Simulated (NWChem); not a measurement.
Molecule: BGeH5O2; SMILES O[B](O)[GeH3]

```xyz
9

B      0.0000    -1.0886     0.0044
Ge    -0.0001     1.0049     0.0002
H     -0.0370     1.5710    -1.4361
H     -1.2283     1.5853     0.7355
H      1.2641     1.5845     0.6726
O      1.1498    -1.8069    -0.0017
H      1.9436    -1.2672     0.0134
O     -1.1492    -1.8080    -0.0017
H     -1.9439    -1.2695     0.0135
```
Atoms are numbered in this order, from 1.

Computed with NWChem. Pople sets run with spherical d functions. All runs use the structure optimised with PBE0/def2-SVP.

**Question.** Taking Hartree-Fock/6-311G** as the yardstick, which of these has the fewest basis functions while keeping “dipole (D)” within 0.1 D of it: Hartree-Fock/3-21G; Hartree-Fock/6-31G*; Hartree-Fock/STO-3G?

**Answer.** Hartree-Fock/6-31G*.
```tsv
level	basis functions	dipole (D)	relative time (rough)
Hartree-Fock/STO-3G	38	1.36	1
Hartree-Fock/3-21G	59	2.24	1
Hartree-Fock/6-31G*	84	1.77	9
Hartree-Fock/6-311G**	128	1.69	10
```

The yardstick is one finite set, not the basis-set limit.
